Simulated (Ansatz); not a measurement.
**Ligand exchange: GeH3Cl + C2H5FSn → GeH3F + C2H5ClSn**

Species: GeH3Cl `[Cl][GeH3]`, singlet; C2H5FSn `C=[CH][SnH2][F]`, singlet; GeH3F (fluorogermane) `[F][GeH3]`, singlet; C2H5ClSn `C=[CH][SnH2][Cl]`, singlet. The partners trade Cl for F: Ge–Cl and Sn–F bonds give way to Ge–F and Sn–Cl.

Shapes, held fixed at every level: PBE0-D4/def2-TZVP. Flexible molecules stand in one conformer, not always the lowest. Programs: Ansatz 0.2.0. The zero-point and thermal change to 298 K, harmonic and unscaled (PBE0-D4/def2-TZVP), is +0.6 kJ/mol.

| level | kind | ΔH(298 K) (kJ/mol) | less CCSD(T)/def2-TZVPP | CPU time (sum over the molecules) |
| --- | --- | --- | --- | --- |
| HF/def2-TZVPP | Hartree–Fock | -25.3 | -4.5 | – |
| SPW92/def2-TZVPP | LDA | -16.7 | +4.1 | 14 s |
| PBE-D4/def2-TZVPP | GGA | -15.2 | +5.6 | 20 s |
| B3LYP-D4/def2-TZVPP | global hybrid | -18.8 | +2.0 | 25 s |
| wB97M-V/def2-TZVPP | range-separated hybrid | -18.5 | +2.3 | 66 s |
| CCSD/def2-TZVPP | coupled cluster or CI | -21.3 | -0.5 | – |
| CCSD(T)/def2-TZVPP | coupled cluster or CI | -20.8 | 0.0 | 6.9 min |

The highest level, CCSD(T)/def2-TZVPP, gives ΔH(298 K) = -20.8 kJ/mol; the levels span -25.3 to -15.2. The column of differences is taken from that level and isn't an error. No measured value is set beside it here. For atoms past krypton def2 sets carry core potentials with scalar relativity. Relativity is left out for Ge. Outer-core shells of Ge, Sn are correlated, in sets that cover them unevenly. Times are processor times on shared x86 and Arm servers, and rough.
